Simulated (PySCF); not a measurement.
## MoSF2: from structure and modes to constants

Level of theory: UB3LYP in PySCF with Mo def2-SVP with ECP28, S def2-SVP, F def2-SVP; scalar-relativistic core potentials, no spin–orbit coupling; density-fitted integrals.

The triplet minimum has C2v symmetry. Masses (u): Mo 97.90541, S 31.97207, F 18.99840.

```xyz
4
charge 0 multiplicity 3, angstrom
Mo    0.0000    0.0000   -0.1893
S     0.0000    0.0000    1.9168
F     1.6198    0.0000   -1.1198
F    -1.6198    0.0000   -1.1198
```

Harmonic wavenumbers (cm⁻¹): 119.1 (b1, ×1), 134.3 (b2, ×1), 161.2 (a1, ×1), 561.0 (a1, ×1), 676.4 (a1, ×1), 686.4 (b2, ×1).

(1) Find the principal moments of inertia and the rotational constants. What kind of rotor is it?

(2) Find the vibrational entropy and heat capacity at 298.15 K.

Answers

(1) About the centre of mass I = 99.69, 168.63, 268.32 u Å². With B = 16.8576/I this gives 0.1691, 0.09997, 0.06283 cm⁻¹. The molecule is an asymmetric top with κ = -0.30.

(2) With u = 1.43878 ω/T, each mode gives S = R[u/(eᵘ−1) − ln(1−e⁻ᵘ)] and C = R u² eᵘ/(eᵘ−1)².
```
ω (cm⁻¹)      u  S (J/(mol K))  C (J/(mol K))
   119.1  0.575          13.03           8.09
   134.3  0.648          12.07           8.03
   161.2  0.778          10.61           7.91
   561.0  2.707           2.18           4.67
   676.4  3.264           1.40           3.66
   686.4  3.312           1.35           3.58
```
The sums over all modes are S = 40.6 and C = 35.9 J/(mol K); the softest mode gives 32 % of the entropy.

This need not be the most stable arrangement of these atoms. Open d and f shells are described by one determinant, and the ground state may have another occupation or spin.
